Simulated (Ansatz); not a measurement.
Start from `[CH3][In]([CH3])[F]` and change one element to get `CB(C)F`.

Ansatz, PBE0-D4/def2-TZVP geometries, multiplicity 1. 

Elements past krypton have def2 core potentials.

| property | `[CH3][In]([CH3])[F]` |
| --- | --- |
| HOMO–LUMO gap (ωB97M-V/def2-TZVPP) / eV | 10.26 |
| LUMO energy (ωB97M-V/def2-TZVPP) / eV | 0.36 |
| LUMO energy (B3LYP/def2-TZVPP) / eV | -1.31 |
| HOMO–LUMO gap (PBE/def2-TZVPP) / eV | 4.77 |
| HOMO–LUMO gap (PBE0/def2-TZVPP) / eV | 6.75 |
| HOMO energy (PBE/def2-TZVPP) / eV | -6.49 |

(1) Give the same properties after the change, and the shifts. (An estimate is asked.)

Answers

(1) The calculation gave: 
```
                               property  `CB(C)F`  shift
HOMO–LUMO gap (ωB97M-V/def2-TZVPP) / eV     13.01   2.75
  LUMO energy (ωB97M-V/def2-TZVPP) / eV      1.97   1.61
    LUMO energy (B3LYP/def2-TZVPP) / eV     -0.14   1.17
    HOMO–LUMO gap (PBE/def2-TZVPP) / eV      6.23   1.46
   HOMO–LUMO gap (PBE0/def2-TZVPP) / eV      8.82   2.07
      HOMO energy (PBE/def2-TZVPP) / eV     -7.17  -0.68
```

With PBE0 the HOMO falls by 0.94 eV and the LUMO rises by 1.12 eV, so the gap widens by about 2.06 eV. PBE moves the HOMO by -0.68 eV and ωB97M-V by -1.13 eV.

B3LYP here is the variant with VWN-RPA as its local correlation; programs differ in this.
